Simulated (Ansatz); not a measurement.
Geometry optimisation, RKS LDA/def2-SVP in Ansatz 0.2.0.

input.yaml

```yaml
crystal:
  periodic: [false, false, false]
  atoms:
    - { symbol: Ga, position_ang: [0.0, 0.0, 0.0] }
    - { symbol: H, position_ang: [0.0, 0.0, 1.92] }
    - { symbol: Cl, position_ang: [1.9398, 0.0, -1.12] }
    - { symbol: O, position_ang: [-1.5501, 0.0, -0.895] }
    - { symbol: H, position_ang: [-2.0598, -0.8467, -0.6865] }
    - { symbol: Br, position_ang: [0.5721, -2.517, 0.8577] }
    - { symbol: H, position_ang: [0.2141, -0.9419, 2.0083] }
basis:
  gaussian: { orbitals: def2-SVP }
hamiltonian:
  xc: lda
relax:
  f_tol: 0.15
  max_steps: 25
  restrain:
    - { distance: [0, 5], at: 3.62, k: 30.0 }
    - { distance: [6, 1], at: 1.86, k: 30.0 }
    - { distance: [0, 1], at: 1.57, k: 30.0 }
    - { distance: [6, 5], at: 1.55, k: 30.0 }
output:
  orbitals: {}
```

Run as:

```bash
$ ansatz run input.yaml --threads 4 --pin off --max-ram 5120MiB --backend cpu --events-out ev --progress --plain --runs-dir out
```

Where does it end, and by what steps?

The run converged. The restraints hold the end off the free minimum. After 7 steps the energy has fallen by 0.816 eV (the restraints' own energy left out); Br6 moved furthest, 0.88 Å. Parted: Ga1–Br6 (2.72 → 3.61 Å). Joined: Br6–H7 (1.98 → 1.51 Å).

```csv
step,energy less start (eV),largest force component (eV/Å),accepted
0,0.0000,2.141,yes
1,0.1689,1.786,yes
2,-0.0707,2.064,yes
3,-0.3704,1.809,yes
4,-0.5792,1.464,yes
5,-0.7299,1.345,yes
6,-0.7243,1.896,yes
7,-0.8160,1.255,yes
```

```xyz
7
Properties=species:S:1:pos:R:3
Ga -0.021 0.115 -0.079
H -0.066 0.176 1.489
Cl 1.779 0.464 -1.133
O -1.432 -0.163 -1.100
H -2.249 -0.311 -0.585
Br 0.699 -3.015 1.578
H 0.406 -1.572 1.915
```

Run time: 8.5 s on 4 threads of Arm Neoverse V1, with other jobs on the host, peak memory 0.17 GiB.
